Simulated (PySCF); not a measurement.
Si(F)2(Cl)(Et) (C2H5ClF2Si), SMILES Cl[Si](F)(CC)F.

Geometry: r2SCAN-D4/def2-SVP. Other conformers were not sampled.

Level of theory: PySCF with SMD-B3LYP/6-31G*.

Solvation free energies are E(SMD) − E(gas) at the gas-phase geometry, for 1 M in both phases. In vacuum the dipole moment is 2.63 D.

**Question.** Rank water, toluene, chloroform by solvation free energy, most negative first.

**Answer.** chloroform (-4.3 kcal/mol), toluene (-3.4 kcal/mol), water (-0.1 kcal/mol)
